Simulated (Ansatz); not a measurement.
Reactions of CH7NSSi, SMILES `NC([SiH3])S`.

Program: Ansatz. Geometries: PBE0-D4/def2-TZVP. ΔE: electronic, gas phase. CCSD(T)/CBS adds triple-zeta CCSD(T) − MP2 to the extrapolated MP2 energy (def2 sets, frozen cores). This one scheme is used for every species. Functionals use def2-TZVPP. Elements past krypton have def2 core potentials. For Mg, Sn outer-core shells are correlated without core-valence functions, which leaves a few kJ/mol of doubt a bond. One conformer a species, not always the lowest.

```csv
reaction,CCSD(T)/CBS(def2) (eV)
`NC([SiH3])S` + `[OH][Mg][O][SiH3]` → `[SiH3][O][Mg][O][SiH3]` + `NCS`,?
`NC([SiH3])S` → `C[SiH](N)S`,-2.64
`NC([SiH3])S` + `[SiH3]Cl` → `NC(S)[SiH2]Cl` + SiH₄,-0.05
`NC([SiH3])S` → `NCS` + `[SiH2]`,2.40
`NC([SiH3])S` + CH₃NH₂ → `CNC(N)[SiH3]` + H₂S,0.12
`NC([SiH3])S` + `F[CH2][SnH3]` → `F[CH2][SnH2][SiH3]` + `NCS`,?
```

Fill in the missing values. (Best estimate.)

Computed: `NC([SiH3])S` + `[OH][Mg][O][SiH3]` → `[SiH3][O][Mg][O][SiH3]` + `NCS`: -1.33 eV; `NC([SiH3])S` + `F[CH2][SnH3]` → `F[CH2][SnH2][SiH3]` + `NCS`: -0.38 eV.

Largest T1 diagnostic: 0.014, for `[SiH2]`.
